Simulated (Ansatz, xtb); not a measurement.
Ranking isomers of C6H3N3

6 gas-phase structures of C6H3N3, from a drawn sample of its isomers (lower ones may exist). Each was relaxed with GFN2-xTB:

A. `N#Cc1c[nH]c(C#N)c1`, a singlet
B. `N#Cc1cccn1C#N`, a singlet
C. `N#Cc1ccn(C#N)c1`, a singlet
D. `N#Cc1cc[nH]c1C#N`, a singlet
E. `N#Cc1c[nH]cc1C#N`, a singlet
F. `N#Cc1ccc(C#N)[nH]1`, a singlet

Question: Estimate their order in r2SCAN-D4/def2-SVP energy at these geometries, lowest first.

Answer: Calculated order at r2SCAN-D4/def2-SVP: A (0.0), E (0.3), F (0.8), D (0.9), C (17.7), B (18.9) kcal/mol. Less than 1 kcal/mol parts A and E; E and F; F and D, so the order within those pairs means little.

Energies above the lowest of each column, in kcal/mol; the last columns are at B3LYP-D3(BJ)/def2-SVP geometries:

```json
{"structure": "A", "GFN2-xTB": "1.9", "HF/STO-3G": "0.7", "r2SCAN-D4/def2-SVP": "0.0", "B3LYP-D3(BJ)/def2-SVP": "0.0", "CCSD(T)/def2-SVP + ΔMP2/def2-TZVPP": "0.4"}
{"structure": "E", "GFN2-xTB": "2.2", "HF/STO-3G": "0.0", "r2SCAN-D4/def2-SVP": "0.3", "B3LYP-D3(BJ)/def2-SVP": "0.1", "CCSD(T)/def2-SVP + ΔMP2/def2-TZVPP": "0.0"}
{"structure": "F", "GFN2-xTB": "2.2", "HF/STO-3G": "3.0", "r2SCAN-D4/def2-SVP": "0.8", "B3LYP-D3(BJ)/def2-SVP": "1.1", "CCSD(T)/def2-SVP + ΔMP2/def2-TZVPP": "2.2"}
{"structure": "D", "GFN2-xTB": "2.3", "HF/STO-3G": "2.1", "r2SCAN-D4/def2-SVP": "0.9", "B3LYP-D3(BJ)/def2-SVP": "0.9", "CCSD(T)/def2-SVP + ΔMP2/def2-TZVPP": "1.6"}
{"structure": "C", "GFN2-xTB": "0.0", "HF/STO-3G": "13.9", "r2SCAN-D4/def2-SVP": "17.7", "B3LYP-D3(BJ)/def2-SVP": "16.3", "CCSD(T)/def2-SVP + ΔMP2/def2-TZVPP": "16.4"}
{"structure": "B", "GFN2-xTB": "0.8", "HF/STO-3G": "16.0", "r2SCAN-D4/def2-SVP": "18.9", "B3LYP-D3(BJ)/def2-SVP": "17.8", "CCSD(T)/def2-SVP + ΔMP2/def2-TZVPP": "18.7"}
```

CCSD(T)/def2-SVP + ΔMP2/def2-TZVPP puts E lowest, with A within 1 kcal/mol; GFN2-xTB picks C. CCSD(T)/def2-SVP + ΔMP2/def2-TZVPP orders those it was run on as E (0.0), A (0.4), D (1.6), F (2.2), C (16.4), B (18.7) kcal/mol. Less than 1 kcal/mol parts E and A; D and F, so the order within those pairs means little. ΔMP2 is the change of the MP2 energy from the smaller to the larger basis.

Over these structures GFN2-xTB departs from r2SCAN-D4/def2-SVP by 8.7 kcal/mol on average once a common shift is removed. A GFN2-xTB relaxation took about 0.078 s and the r2SCAN-D4/def2-SVP energy about 1.9 s on a shared host (Ansatz 0.2.0, xtb 6.7.1).
